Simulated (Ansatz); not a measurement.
C3H10Sn can be A, `[CH3][SnH]([CH3])[CH3]`, or B, `C[CH](C)[SnH3]`.

Program: Ansatz. Geometries: PBE0-D4/def2-TZVP. ΔE: electronic, gas phase. CBS: MP2 limit from def2 TZ/QZ plus the TZ coupled-cluster correction, frozen cores. DFT in def2-TZVPP. B3LYP here is the variant with VWN-RPA as its local correlation; programs differ in this. Elements past krypton have def2 core potentials. For Sn outer-core shells are correlated without core-valence functions, which leaves a few kJ/mol of doubt a bond.

(1) Which isomer does CCSD(T)/CBS put lower? Give the gap. (An estimate is asked.)

(2) Give E(B) − E(A) in kJ/mol with BLYP-D4, ωB97M-V, r2SCAN-D4, B2PLYP, B3LYP-D4, LDA (SPW92), CCSD/def2-TZVPP. (Best estimate.)

(3) Does the order hold for the free energy at 298.15 K (harmonic terms from PBE0-D4)? (An estimate is asked.)

Largest T1 diagnostic: 0.011.

Results:

(1) Ansatz gave: A, by 73.8 kJ/mol.

(2) Computed: BLYP-D4 63.5, ωB97M-V 64.2, r2SCAN-D4 64.9, B2PLYP 69.3, B3LYP-D4 63.2, LDA (SPW92) 44.6, CCSD/def2-TZVPP 65.6. None reverses the order clearly.

(3) Computed: Yes: G(B) − G(A) = +72.3 kJ/mol.

Leaving LDA and LC-ωPBE aside and taking each functional with its dispersion term where it has one, the values, not all of them listed here, spread over 18.2 kJ/mol, from B97M-V to B2PLYP. LDA lies −19.7 kJ/mol from PBE without D4. At CCSD(T), def2-SVP lies −39.7 kJ/mol from the extrapolated value and def2-TZVPP −7.4 kJ/mol.
